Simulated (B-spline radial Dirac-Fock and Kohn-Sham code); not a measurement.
The L2-M45M45 Auger spectrum of Dy⁺

System: Dy⁺, [Xe] 4f10 6s1, inside a Watson sphere of charge -1 and radius 2.7 Å (a model of the Madelung potential; inside it an electron's potential energy is raised by 5.3 eV).

The computed values come from a radial B-spline solver: ΔSCF Dirac-Fock with Breit, self-energy and vacuum polarisation, finite nucleus, configuration average. The two-hole levels come from diagonalising the Coulomb interaction among the jj configurations; intensities are independent-particle Coulomb rates. Kinetic energies are from the vacuum level. Electron correlation is not included. Open outer shells are spectators and are not coupled to the holes.

| kinetic energy (eV) | J | leading jj holes (weight) | leading LS term (weight) | intensity (%) |
| --- | --- | --- | --- | --- |
| 5837.5 | 0 | M4M4 (0.97) | ¹S0 (0.58) | 2.3 |
| 5858.5 | 2 | M4M4 (0.98) | ³F2 (0.54) | 16.7 |
| 5885.6 | 4 | M4M5 (0.98) | ¹G4 (0.89) | 68.3 |
| 5886.9 | 1 | M4M5 (1.00) | ³P1 (1.00) | 1.1 |
| 5890.9 | 2 | M4M5 (0.98) | ³P2 (0.52) | 1.4 |
| 5898.7 | 3 | M4M5 (1.00) | ³F3 (1.00) | 8.4 |
| 5909.7 | 0 | M5M5 (0.97) | ³P0 (0.58) | 0.1 |
| 5925.1 | 2 | M5M5 (0.99) | ¹D2 (0.50) | 1.6 |
| 5932.6 | 4 | M5M5 (0.98) | ³F4 (0.89) | 0.2 |

The strongest line, by its leading LS label ¹G4, lies at 5885.6 eV. The mean weight of the leading component is 0.98 in jj and 0.72 in LS coupling, so jj labels describe these levels better.
